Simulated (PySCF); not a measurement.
## From computed data to an observable: entropy of an ideal gas

B(Cl)(F)(SeH) (BClFHSe), SMILES ClB([SeH])F.

The structure is a stationary point at PBE0-D3(BJ)/def2-SVP. Other conformers were not sampled.

PBE0-D3(BJ)/def2-SVP run with PySCF gives the harmonic wavenumbers 190, 310, 340, 482, 493, 719, 976, 1340, 2459 cm⁻¹ and the rotational temperatures 0.2982, 0.0897, 0.0690 K. The molar mass is 145.24 g/mol, the symmetry number 1, the spin multiplicity 1.

Task: Work out the entropy at 298.15 K and 1 atm in the rigid-rotor, harmonic-oscillator model.

Result: 
Translation (Sackur–Tetrode at 1 atm): S = R[1.5 ln M + 2.5 ln T − 1.16487] = 170.8 J/(mol K).
Rotation: q = (√π/σ) T^1.5/√(θA θB θC) = 212000, S = R[ln q + 3/2] = 114.5 J/(mol K).
Vibration: with u = 1.4388 ν/T, each mode gives R[u/(e^u − 1) − ln(1 − e^−u)]:
```csv
ν (cm⁻¹),modes,u,S (J/(mol K))
190,1,0.92,9.32
310,1,1.50,5.70
340,1,1.64,5.07
482,1,2.33,2.95
493,1,2.38,2.83
719,1,3.47,1.19
976,1,4.71,0.43
1340,1,6.47,0.10
```
The stiffer modes add less than 0.005 each. Sum 27.6 J/(mol K).
Spin: R ln 1 = 0.0 J/(mol K).
Total 312.9 J/(mol K); the program's own thermochemistry gives 312.9. Translation makes up 55 % and vibration 9 %. Anharmonicity, hindered rotation and orbital degeneracy are left out.
